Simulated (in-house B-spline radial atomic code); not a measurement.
The numbers below are computed, except where a source is named.
## Ne in an electron gas of r_s = 3.6: phase shifts, screening and friction

A nucleus sits in a uniform electron gas with a rigid positive background. The Kohn-Sham equations are solved self-consistently in the spin-unpolarised LDA (PW92), non-relativistic, on B-splines with outgoing waves at the boundary and partial waves to l = 8. The model has no lattice, no bands and no magnetic solution. Atomic units; δ_l are the phase shifts at the Fermi level, counted so that each bound state adds π, and good to about 0.0005.

The density parameter is r_s = 3.6 bohr.

```
l  δ_l (rad)
0     5.9751
1     3.1663
2     0.0444
3     0.0021
4    -0.0004
5    -0.0001
6     0.0000
7     0.0000
8     0.0000
```

Bound levels below the band bottom (hartree): s -30.16, s -1.187, p -0.3628.

Task: Check the Friedel sum rule, and say where the screening charge sits.

Result: k_F = (9π/4)^(1/3)/r_s = 0.53310. The rule is Z = (2/π) Σ (2l + 1) δ_l. The terms are s 3.804, p 6.047, d 0.141, f 0.009 and -0.003 beyond, in all 9.999 against Z = 10. Bound states hold 4 s, 6 p, 0 d electrons, so the scattering states carry 0.00 in all; where a term is smaller than its bound count, the bound level has drawn weight out of the band.

Task: Find the transport cross section and the electronic stopping of a 5 keV Ne ion (mass 20.18 u).

Result: σ_tr = (4π/k_F²) Σ (l + 1) sin²(δ_l − δ_(l+1)). The terms for l = 0 to 3 are 0.1067, 0.0008, 0.0054, 0.0000, all together 0.1129, so σ_tr = 44.217 × 0.1129 = 4.992 bohr². With n = 3/(4π r_s³) = 0.005117, the friction coefficient is Q = n k_F σ_tr = 0.0136. For v well below v_F = 0.533, dE/dx = Q v; with 24801 eV per u at v = 1, v = √(5000/(24801 × 20.18)) = 0.1000, so dE/dx = 0.00136 hartree/bohr = 0.7 eV/nm. The largest term couples the s and p waves.
